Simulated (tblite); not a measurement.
C₆H₉FN (doublet state).
Geometry (GFN2-xTB, Å), atoms numbered from 1 in this order:
```
atom  x, y, z in Å
C1     1.8400    0.7482   -0.4786
C2     0.7026    0.1518    0.3389
C3     0.3112   -1.2768   -0.0816
C4    -1.1964   -1.3938    0.1862
C5    -1.6316    0.0190    0.1349
F6    -2.9309    0.3428    0.0741
C7    -0.5838    0.9480    0.2080
N8    -0.5941    2.2366    0.2029
H9     1.5997    0.7226   -1.5387
H10    1.9859    1.7838   -0.1871
H11    2.7610    0.1948   -0.3127
H12    0.9881    0.1645    1.3966
H13    0.5005   -1.3980   -1.1492
H14    0.8846   -2.0330    0.4509
H15   -1.7223   -2.0167   -0.5416
H16   -1.3965   -1.8207    1.1771
H17   -1.5249    2.6386    0.1100
```

Method: GFN2-xTB as coded in tblite; computed harmonic values from a numerical Hessian at the method's own geometry, unscaled. The method is semi-empirical: single wavenumbers can be off by several per cent or more. One conformer, not necessarily the lowest. Open shells enter through the occupations alone, without spin polarisation, and single modes of such species can be off by tens of per cent.

Harmonic wavenumbers (cm⁻¹): 78.9, 138.6, 192.2, 206.6, 262.6, 268.7, 379.0, 463.4, 508.9, 573.7, 618.5, 702.4, 759.7, 831.2, 920.9, 942.3, 965.0, 1032.2, 1047.4, 1085.6, 1136.5, 1161.5, 1171.9, 1222.0, 1226.1, 1264.5, 1273.8, 1303.7, 1326.9, 1396.5, 1402.5, 1444.1, 1484.0, 1490.0, 1496.7, 1543.0, 2892.8, 2923.6, 2962.5, 2990.3, 3018.2, 3037.8, 3040.2, 3065.5, 3335.1.

A = 3116, B = 1888, C = 1243 MHz; mass 114.072 u (most abundant isotopes); point group C1, symmetry number 1; spin multiplicity 2.

Question: Zero-point energy?

Answer: Half the sum of the wavenumbers: 30294 cm⁻¹ = 86.61 kcal/mol.

Question: What is S at 200 K and 1 bar for an ideal gas of classical rigid rotors and harmonic oscillators?

Answer: Translation 38.15, rotation 26.99, vibration 11.68, spin (R ln 2) 1.38: S = 78.2 cal/(mol K).

Question: And Cp and H(200 K) − H(0)?

Answer: Cp = 23.24 cal/(mol K), of which vibrations give 15.29 (their classical limit is 45 R = 89.4); H(200 K) − H(0) = 3.00 kcal/mol without the zero-point energy, 1.41 from vibrations.

Question: What must be added to the electronic energy to get the Gibbs energy at 200 K and 1 bar?

Answer: ZPE + [H(200 K) − H(0)] − T·S = 86.61 + 3.00 − 15.64 = 73.97 kcal/mol.

Question: Which modes carry the vibrational entropy at 200 K?

Answer: 78.9 cm⁻¹: 3.14; 138.6 cm⁻¹: 2.07; 192.2 cm⁻¹: 1.49; 206.6 cm⁻¹: 1.37; 262.6 cm⁻¹: 0.99; 268.7 cm⁻¹: 0.96 cal/(mol K); the other 39 give 1.65 together.

Question: How do the functions run with temperature in this model?

Answer: 
```csv
T (K),S (cal/(mol K)),Cp (cal/(mol K)),H − H(0) (kcal/mol),G − H(0) (kcal/mol),ln q(vib)
50,56.5,10.4,0.44,-2.39,0.14
100,65.2,15.1,1.08,-5.45,0.70
298.15,89.1,31.9,5.69,-20.86,4.14
373.15,97.0,38.7,8.34,-27.84,5.57
500,109.8,49.0,13.93,-40.95,8.08
750,132.6,63.5,28.14,-71.32,13.10
1000,152.3,72.8,45.26,-107.00,17.93
```

q(vib) and H(0) count from the zero-point level.

Hindered rotation and anharmonicity are outside this model. Other conformers, if any are populated, would add a mixing term that is left out. The structure is chiral; the term R ln 2 for an equal mix with its mirror image is left out.
